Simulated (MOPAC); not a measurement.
MOPAC input (AM1):

```
AM1 1SCF GEO-OK AUX(PRECISION=9) THREADS=1
C3H8O

C    -1.86451500 1   -0.19305099 1   -0.30229087 1
C    -0.56333315 1   -0.04154812 1    0.48026975 1
C     0.64701013 1    0.05136304 1   -0.42749150 1
O     1.80978774 1    0.19009325 1    0.38569311 1
H    -1.85657416 1   -1.09701737 1   -0.91613990 1
H    -2.02991663 1    0.65781071 1   -0.96765210 1
H    -2.72100087 1   -0.25792182 1    0.36994247 1
H    -0.59818899 1    0.85497302 1    1.10460412 1
H    -0.42584240 1   -0.88977339 1    1.15582038 1
H     0.54058237 1    0.91196633 1   -1.10137152 1
H     0.71473927 1   -0.85110660 1   -1.04961729 1
H     2.58292759 1    0.24973953 1   -0.18405526 1
```

From the output:

```
                                                       MOPAC v23.2.5 Linux

          FINAL HEAT OF FORMATION =        -66.91758 KCAL/MOL =    -279.98316 KJ/MOL

          COSMO AREA              =        106.87 SQUARE ANGSTROMS
          COSMO VOLUME            =         90.20 CUBIC ANGSTROMS

          IONIZATION POTENTIAL    =         10.891742 EV
          HOMO LUMO ENERGIES (EV) =        -10.892  3.351
          NO. OF FILLED LEVELS    =         13
          MOLECULAR WEIGHT        =         60.0956         POINT GROUP:  Cs

          MOLECULAR DIMENSIONS (Angstroms)

            Atom       Atom       Distance
            H    12    H     7     5.35689
            H     9    H     6     2.82561
            H     8    H     5     2.75323

          SCF CALCULATIONS        =          1

   ATOM   CHEMICAL          X               Y               Z
  NUMBER   SYMBOL      (ANGSTROMS)     (ANGSTROMS)     (ANGSTROMS)

     1       C         -1.86451500  *  -0.19305099  *  -0.30229087  *
     2       C         -0.56333315  *  -0.04154812  *   0.48026975  *
     3       C          0.64701013  *   0.05136304  *  -0.42749150  *
     4       O          1.80978774  *   0.19009325  *   0.38569311  *
     5       H         -1.85657416  *  -1.09701737  *  -0.91613990  *
     6       H         -2.02991663  *   0.65781071  *  -0.96765210  *
     7       H         -2.72100087  *  -0.25792182  *   0.36994247  *
     8       H         -0.59818899  *   0.85497302  *   1.10460412  *
     9       H         -0.42584240  *  -0.88977339  *   1.15582038  *
    10       H          0.54058237  *   0.91196633  *  -1.10137152  *
    11       H          0.71473927  *  -0.85110660  *  -1.04961729  *
    12       H          2.58292759  *   0.24973953  *  -0.18405526  *

                             CARTESIAN COORDINATES

   1    C       -1.864515000    -0.193050990    -0.302290870
   2    C       -0.563333150    -0.041548120     0.480269750
   3    C        0.647010130     0.051363040    -0.427491500
   4    O        1.809787740     0.190093250     0.385693110
   5    H       -1.856574160    -1.097017370    -0.916139900
   6    H       -2.029916630     0.657810710    -0.967652100
   7    H       -2.721000870    -0.257921820     0.369942470
   8    H       -0.598188990     0.854973020     1.104604120
   9    H       -0.425842400    -0.889773390     1.155820380
  10    H        0.540582370     0.911966330    -1.101371520
  11    H        0.714739270    -0.851106600    -1.049617290
  12    H        2.582927590     0.249739530    -0.184055260

           Empirical Formula: C3 H8 O  =    12 atoms

      MOLECULAR POINT GROUP   :   Cs

                  EIGENVALUES
 -38.22958 -34.08742 -27.04964 -22.33589 -18.25649 -16.52252 -15.46848 -14.14820
 -13.39683 -13.10538 -11.95200 -11.88724 -10.89174   3.35091   3.90757   4.10206
   4.36951   4.42545   4.64080   4.78449   5.06243   5.13242   5.32623   6.36576

              NET ATOMIC CHARGES AND DIPOLE CONTRIBUTIONS

  ATOM NO.   TYPE          CHARGE      No. of ELECS.   s-Pop       p-Pop
    1          C          -0.206452        4.2065     1.21510     2.99135
    2          C          -0.161337        4.1613     1.21011     2.95123
    3          C          -0.011601        4.0116     1.21989     2.79171
    4          O          -0.335166        6.3352     1.86997     4.46520
    5          H           0.070415        0.9296     0.92958
    6          H           0.070415        0.9296     0.92958
    7          H           0.076888        0.9231     0.92311
    8          H           0.091249        0.9088     0.90875
    9          H           0.091249        0.9088     0.90875
   10          H           0.056752        0.9432     0.94325
   11          H           0.056752        0.9432     0.94325
   12          H           0.200834        0.7992     0.79917
 DIPOLE           X         Y         Z       TOTAL
 POINT-CHG.    -0.599    -0.087    -0.943     1.120
 HYBRID         0.308     0.013    -0.578     0.655
 SUM           -0.290    -0.073    -1.521     1.550

          ATOMIC ORBITAL ELECTRON POPULATIONS

     Atom    s        px        py        pz
    1  C   1.21510   0.96760   1.01905   1.00470
    2  C   1.21011   0.92403   1.04196   0.98524
    3  C   1.21989   0.86789   0.99267   0.93115
    4  O   1.86997   1.16446   1.96691   1.33382
    5  H   0.92958
    6  H   0.92958
    7  H   0.92311
    8  H   0.90875
    9  H   0.90875
   10  H   0.94325
   11  H   0.94325
   12  H   0.79917

 **********************
 *                    *
 * JOB ENDED NORMALLY *
 *                    *
 **********************

 == MOPAC DONE ==
```

The geometry given is a B3LYP-D3(BJ)/def2-TZVP minimum.
